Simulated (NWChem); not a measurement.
System meant: SiHSeClF$_{2}$; SMILES F[Si](Cl)(F)[SeH]

The following NWChem deck was run.

```
start job
memory heap 200 mb stack 900 mb global 1100 mb
geometry units angstroms noautoz
  F     -1.308796     0.920349    -1.273741
  Si    -0.394470     0.573357     0.000000
  F     -1.308796     0.920349     1.273741
  Cl     1.237530     1.781479     0.000000
  Se     0.291236    -1.555595     0.000000
  H     -1.098831    -2.044954     0.000000
end
basis spherical
  F library def2-svp
  Si library def2-svp
  Cl library def2-svp
  Se library def2-svp
  H library def2-svp
end
dft
  odft
  mult 2
  xc pbe0
  iterations 150
  mulliken
end
task dft energy
```

End of the output:

```
 Summary of "ao basis" -> "" (spherical)
 ------------------------------------------------------------------------------
       Tag                 Description            Shells   Functions and Types
 ---------------- ------------------------------  ------  ---------------------
 F                          def2-svp                 6       14   3s2p1d
 Si                         def2-svp                 8       18   4s3p1d
 Cl                         def2-svp                 8       18   4s3p1d
 Se                         def2-svp                12       32   5s4p3d
 H                          def2-svp                 3        5   2s1p

                                 NWChem DFT Module
                                 -----------------

 Summary of "ao basis" -> "ao basis" (spherical)
 ------------------------------------------------------------------------------
       Tag                 Description            Shells   Functions and Types
 ---------------- ------------------------------  ------  ---------------------
 F                          def2-svp                 6       14   3s2p1d
 Si                         def2-svp                 8       18   4s3p1d
 Cl                         def2-svp                 8       18   4s3p1d
 Se                         def2-svp                12       32   5s4p3d
 H                          def2-svp                 3        5   2s1p

      Symmetry analysis of basis
      --------------------------

        a'         66
        a"         35

  number of electrons :                   84
  multiplicity        :                    2
 ------------------------------------------------------------------------
  no. of electrons and multiplicity not compatible                  84
 ------------------------------------------------------------------------
 ------------------------------------------------------------------------
  current input line :
    25: task dft energy
 ------------------------------------------------------------------------
 ------------------------------------------------------------------------
 There is an error in the input file
 ------------------------------------------------------------------------
 For more information see the NWChem manual at https://nwchemgit.github.io

0: no. of electrons and multiplicity not compatible:Received an Error in Communication
```

### Question
What is wrong, and how is it mended?

### Answer
The input was rejected before any calculation. Cause: the multiplicity doesn't fit the number of electrons (an even count wants an odd multiplicity, and the reverse). This input runs:
```
start job
memory heap 200 mb stack 900 mb global 1100 mb
geometry units angstroms noautoz
  F     -1.308796     0.920349    -1.273741
  Si    -0.394470     0.573357     0.000000
  F     -1.308796     0.920349     1.273741
  Cl     1.237530     1.781479     0.000000
  Se     0.291236    -1.555595     0.000000
  H     -1.098831    -2.044954     0.000000
end
basis spherical
  F library def2-svp
  Si library def2-svp
  Cl library def2-svp
  Se library def2-svp
  H library def2-svp
end
dft
  xc pbe0
  iterations 150
  mulliken
end
task dft energy
```
It converges to -3350.30424 Ha (PBE0/def2-SVP).
